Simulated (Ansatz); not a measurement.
Ideal-gas functions of F$_{2}$GeH$_{2}$N, SMILES `[NH2][Ge]([F])[F]` radical at 400 K and 1 bar, from an Ansatz frequency run at PBE0-D4/def2-TZVP.

Molar mass 126.63 g/mol, point group Cs (symmetry number 1), electronic degeneracy 2, moments of inertia 88.225, 89.228, 147.878 u Å². Harmonic wavenumbers (cm⁻¹, unscaled): 118, 205, 259, 263, 580, 663, 697, 705, 860, 1564, 3536, 3638.

Use S(trans) = R[1.5 ln M + 2.5 ln T − 1.1517]; rotational temperatures θ = 24.2544 K / I; S(rot) = R[ln(√π/σ · √(T³/θAθBθC)) + 1.5]; for each mode x = 1.438777 ν̃/T, S = R[x/(eˣ − 1) − ln(1 − e⁻ˣ)] and H = RT x/(eˣ − 1); 1 cm⁻¹ = 0.0119627 kJ/mol; R = 8.31446 J/(mol·K).

By hand: the entropy, in J/(mol·K).

Translation 175.3. Rotation: θ = 0.2749, 0.2718, 0.164 K, giving 110.3. Vibration, mode by mode: 15.50, 11.03, 9.20, 9.08, 3.56, 2.82, 2.56, 2.50, 1.61, 0.20, 0.00, 0.00, in all 58.1. Electronic 5.8. Sum 349.5 J/(mol·K).

By hand: H − E and G − E in kJ/mol, counted from the electronic energy.

Zero-point energy ½ × 13088 × 0.0119627 = 78.3; thermal vibration 12.7; translation, rotation and pV give 4 RT = 13.3. H − E = 104.3 kJ/mol, and G − E = 104.3 − 400 × 349.5/1000 = -35.5 kJ/mol.

Vibration gives 17 % of the entropy, 15.5 J/(mol·K) of it from the mode under 150 cm⁻¹: soft modes count most, and the harmonic formula is weakest for them. The sum counts one conformer and one mirror image; others add a mixing term.
